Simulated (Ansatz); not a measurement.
Coupled-cluster diagnostics for Ba₂Te, Ansatz.

Geometry of the singlet (r2SCAN-D4/def2-TZVP):

```xyz
3

Ba   -0.122   -2.064    0.677
Ba   -1.378    1.544   -0.669
Te    1.500    0.520   -0.008
```

In the def2 sets Ba, Te take a core potential; there is no spin–orbit coupling. Correlated methods freeze 4 core orbitals; core or outer-core shells of Ba, Te are correlated, in sets that lack core-valence functions. The geometry of the singlet was relaxed on an unsound state (restricted singlet, unstable towards broken spin symmetry). The structure comes from a short search, and lower isomers may exist.

Geometry of the charge 0 triplet (r2SCAN-D4/def2-TZVP):

```xyz
3

Ba    0.780    0.562    2.508
Ba   -1.741   -0.245   -2.030
Te    0.961   -0.317   -0.478
```

Geometry of the charge 0 quintet (r2SCAN-D4/def2-TZVP):

```csv
atom,x (Å),y (Å),z (Å)
Ba1,-0.3119,-1.5422,1.5673
Ba2,-0.2286,-0.1206,-2.2057
Te3,0.5405,1.6628,0.6384
```

(1) Estimate the CCSD(T) correlation energy, the shares of MP2 and (T), T1 and the reference's ⟨S²⟩ for: charge 0, singlet, own geometry in def2-TZVPP; charge 0, triplet, own geometry in def2-TZVPP; charge 0, quintet, own geometry in def2-TZVPP; charge 1, doublet, vertical in def2-TZVPP; and the rough time on 4 threads of Arm Neoverse V1 on a shared host.

Answers

(1) 
| state | basis | correlation (eV) | MP2 share (%) | (T) share (%) | T1 | ⟨S²⟩ (pure) | wall time | remarks |
| --- | --- | --- | --- | --- | --- | --- | --- | --- |
| charge 0, singlet, own geometry | def2-TZVPP | -22.256 | 97.1 | 3.3 | 0.018 | 0.00 (0.00) | 21 s | restricted SCF unstable |
| charge 0, triplet, own geometry | def2-TZVPP | -21.475 | 97.3 | 2.8 | 0.020 | 2.00 (2.00) | 17 s | – |
| charge 0, quintet, own geometry | def2-TZVPP | -20.748 | 96.2 | 2.5 | 0.017 | 6.01 (6.00) | 33 s | – |
| charge 1, doublet, vertical | def2-TZVPP | -21.313 | 97.2 | 2.9 | 0.015 | 0.75 (0.75) | 28 s | – |
Customary marks for T1 are 0.02 (closed shells), 0.045 (open shells) and about 0.05 (3d metals). T1 stays under 0.02 throughout.
